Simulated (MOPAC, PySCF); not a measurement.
H$_{3}$ClO$_{3}$Si, SMILES `O[Si](O)(O)Cl`, neutral singlet in the gas phase. 

Cartesian coordinates (Å):
SMILES: O[Si](Cl)(O)O
```xyz
8

O     -0.8996     0.1317     1.3335
Si    -0.0071     0.0014    -0.0074
O      1.5625     0.0235     0.3763
O     -0.3643    -1.3773    -0.7709
Cl    -0.4213     1.5882    -1.2507
H     -0.8471     0.9341     1.8565
H      2.2177     0.0191    -0.3243
H     -1.2480    -1.5047    -1.1216
```
Charge 0, spin multiplicity 1.

All levels are single points at this geometry (M06-2X/def2-TZVP); Pople sets use spherical d functions. Orbital energies aren't observables, and empty levels follow the basis.

HF/3-21G in PySCF gives HOMO (eV) = -13.05.

Task: Estimate the HOMO (eV) from each of these levels: B3LYP-D3(BJ)/def2-TZVP in PySCF; M06-2X/def2-TZVP in PySCF; PBE-D3(BJ)/def2-TZVP in PySCF; B3LYP/LANL2DZ in PySCF; BP86/6-31G* in PySCF; PBE/6-31G* in PySCF; SVWN5/6-31G* in PySCF; HF/6-31G* in PySCF; AM1 in MOPAC; PM3 in MOPAC; PM6 in MOPAC; PM7 in MOPAC.

Result: 
| level | HOMO (eV) |
|---|---|
| B3LYP-D3(BJ)/def2-TZVP in PySCF | -8.80 |
| M06-2X/def2-TZVP in PySCF | -10.57 |
| PBE-D3(BJ)/def2-TZVP in PySCF | -7.53 |
| B3LYP/LANL2DZ in PySCF | -9.17 |
| BP86/6-31G* in PySCF | -7.42 |
| PBE/6-31G* in PySCF | -7.31 |
| SVWN5/6-31G* in PySCF | -7.44 |
| HF/6-31G* in PySCF | -12.68 |
| AM1 in MOPAC | -12.21 |
| PM3 in MOPAC | -10.37 |
| PM6 in MOPAC | -11.40 |
| PM7 in MOPAC | -11.44 |
